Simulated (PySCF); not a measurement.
C4H5FO, SMILES C[C@@H]1OC=C1F.

Geometry optimised at r2SCAN-D4/def2-SVP. The structure was generated by enumeration; whether it is a known compound was not checked.

Two levels are set side by side: PBE/def2-TZVP (PySCF) and HF/def2-TZVP (PySCF). Same geometry, gas phase. Differences are taken from unrounded values.

| quantity | HF | PBE | PBE minus HF |
|---|---|---|---|
| orbital gap (eV) | 13.11 | 4.61 | -8.50 |
| highest occupied level (eV) | -9.40 | -5.09 | 4.30 |
| lowest empty level (eV) | 3.71 | -0.49 | -4.20 |
| dipole moment (D) | 0.58 | 0.71 | 0.13 |
| mean polarisability (bohr³) | 46.4 | 50.4 | 4.0 |

Without exact exchange PBE keeps part of each electron's self-repulsion, which lifts occupied levels and narrows the gap. Loosely held outer electrons make PBE densities more polarisable. Differences between two approximate levels are no errors against the true value.

Rough cost on one machine, each run with all the roots and properties that it gave: HF against PBE about 1/3.
